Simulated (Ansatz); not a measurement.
Program: Ansatz 0.2.0.

A structure relaxed at PBE0-D4/def2-TZVP, charge 0, multiplicity 1:

Cartesian coordinates in Å:
```
N -0.407 -0.928 1.841
B -0.117 0.249 1.145
F 0.694 1.135 1.754
C -0.637 0.572 -0.291
Ge 0.702 0.116 -1.656
H -0.999 -1.651 1.476
H -0.026 -1.120 2.751
H -1.548 0.025 -0.546
H -0.838 1.641 -0.397
H 0.202 0.541 -3.049
H 0.940 -1.406 -1.663
H 2.034 0.826 -1.365
```

Give its formula and SMILES.

CH7BFGeN, `NB(F)[CH2][GeH3]`.

Summarise the bond lengths by kind.

1 × B–N 1.398 Å; 2 × H–N 1.003 to 1.005 Å; 1 × B–F 1.347 Å; 1 × B–C 1.561 Å; 1 × C–Ge 1.965 Å; 2 × C–H 1.092 to 1.093 Å; 3 × Ge–H 1.537 to 1.540 Å.
